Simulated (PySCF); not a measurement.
**ZnF⁺: from constants to spectrum**

PBE0 constants of ZnF⁺, ¹Σ⁺ (singlet), closed shell (basis Zn cc-pVDZ-PP with ECP10, F cc-pVDZ; scalar-relativistic core potentials; PySCF 2.14; masses 63.9291 and 18.9984 u):

* ωe: 741.1 cm⁻¹
* ωexe: 3.51 cm⁻¹
* Be: 0.39715 cm⁻¹
* αe: 0.00277 cm⁻¹
* De to Zn⁺ + F: 2.76 eV

**Question.** What force constant and bond length do these constants imply?

**Answer.** Reduced mass μred = 14.646 u; k = 5.8918×10⁻⁷·μred·ωe² (u, cm⁻¹, mdyn/Å) = 4.74 mdyn/Å; Re = √(16.8576/(μred·Be)) (u, cm⁻¹, Å) = 1.702 Å.

**Question.** Estimate the centrifugal constant D from the Kratzer relation and find the Dunham coefficient a1.

**Answer.** D = 4Be³/ωe² = 4.56e-07 cm⁻¹; a1 = −1 − αeωe/(6Be²) = -3.17.

For an ion De counts to the pair picked by the measured ionisation energies or electron affinities, which need not be the lowest pair at this level.
